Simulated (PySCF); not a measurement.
Input for PySCF: R-BP86/6-31G* on C2H7N (SMILES CCN), a point of a torsion scan.

```python
from pyscf import gto, scf, dft, mp
from pyscf.data.elements import chemcore

mol = gto.M(
    atom='''
    C     1.04020946    0.44392857   -0.00279289
    C    -0.09705212   -0.55505107   -0.17074991
    N    -1.37534738    0.13593552   -0.09885262
    H     1.99966566   -0.04869222   -0.13659222
    H     0.94162083    1.23757404   -0.73797006
    H     1.01202304    0.88806866    0.99021409
    H     0.00696933   -1.35453768    0.58425780
    H    -0.03416065   -1.02007123   -1.15892656
    H    -2.14144730   -0.51923662   -0.20951458
    H    -1.47865444    0.58347526    0.80641589
    ''',
    basis='6-31g*',
    cart=True,
    charge=0, spin=0, verbose=3, max_memory=1800)
mf = dft.RKS(mol, xc='b88,p86')
mf.conv_tol = 1e-8
mf.max_cycle = 100
mf.kernel()
if not mf.converged:
    mf = mf.newton().run(mf.mo_coeff, mf.mo_occ)
```

Problem. What total energy does the run end on?

Solution. -135.1605 hartree.
